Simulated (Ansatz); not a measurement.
`[F][SnH]([Cl])[SeH]` + HCl → `[Cl][SnH]([Cl])[SeH]` + H–F  (ligand exchange at the Sn–F bond)

Computed with Ansatz on PBE0-D4/def2-TZVP structures; ΔE is electronic, products minus reactants. CCSD(T)/CBS is the MP2 limit (def2-TZVPP, def2-QZVPP) plus CCSD(T) − MP2 in def2-TZVPP, frozen cores. This one scheme is used for every species. Functionals use def2-TZVPP. B3LYP here is the variant with VWN-RPA as its local correlation; programs differ in this. HSE06 is defined as in plane-wave codes. Elements past krypton have def2 core potentials. For Se, Sn outer-core shells are correlated without core-valence functions, which leaves a few kJ/mol of doubt a bond. Scalar relativity is left out up to krypton. One conformer a species, not always the lowest.

```
             level  ΔE (kJ/mol)  difference from CCSD(T)/CBS
       LDA (SPW92)        -30.4                          5.3
            PBE-D4        -30.1                          5.6
         revPBE-D4        -30.8                          4.9
           BLYP-D4        -24.7                         11.0
         r2SCAN-D4        -27.3                          8.4
            B97M-V        -23.1                         12.6
           PBE0-D4        -37.1                         -1.4
          B3LYP-D4        -30.3                          5.4
        r2SCANh-D4        -30.5                          5.2
        r2SCAN0-D4        -34.7                          1.0
          HSE06-D4        -37.7                         -2.0
          BHLYP-D4        -35.8                         -0.1
      CAM-B3LYP-D4        -24.7                         11.0
           ωB97X-V        -26.4                          9.3
           ωB97M-V        -30.0                          5.7
            B2PLYP        -27.9                          7.8
          PBE-QIDH        -38.3                         -2.6
               PBE        -26.3                          9.4
            revPBE        -25.2                         10.5
              BLYP        -17.5                         18.2
            r2SCAN        -26.4                          9.3
              PBE0        -33.7                          2.0
             B3LYP        -24.1                         11.6
           r2SCANh        -29.5                          6.2
           r2SCAN0        -33.6                          2.1
             HSE06        -34.4                          1.3
           LC-ωPBE        -23.4                         12.3
       HF/def2-SVP        -35.6                          0.1
      MP2/def2-SVP        -26.0                          9.7
     CCSD/def2-SVP        -24.9                         10.8
  CCSD(T)/def2-SVP        -24.6                         11.1
     HF/def2-TZVPP        -31.9                          3.8
    MP2/def2-TZVPP        -39.7                         -4.0
   CCSD/def2-TZVPP        -32.6                          3.1
CCSD(T)/def2-TZVPP        -32.8                          2.9
     HF/def2-QZVPP        -29.6                          6.1
SCS-MP2/def2-QZVPP        -34.3                          1.4
      HF/CBS(def2)        -29.3                          6.4
     MP2/CBS(def2)        -42.7                         -7.0
    CCSD/CBS(def2)        -35.5                          0.2
       CCSD(T)/CBS        -35.7                            0
```

Largest T1 diagnostic among the species: 0.012.

From PBE to PBE0 (25 % exact exchange), in def2-TZVPP and without D4, ΔE moves by −7.4 kJ/mol. Leaving LDA and LC-ωPBE aside and taking each functional with its dispersion term where it has one, the values spread over 15.2 kJ/mol, from PBE-QIDH to B97M-V. LDA lies −4.1 kJ/mol from PBE without D4. At CCSD(T), def2-SVP lies +11.2 kJ/mol from the extrapolated value and def2-TZVPP +2.9 kJ/mol.

CCSD(T)/CBS has its own doubt, a few kJ/mol and more with outer-core shells, so smaller differences from it don't rank the levels.
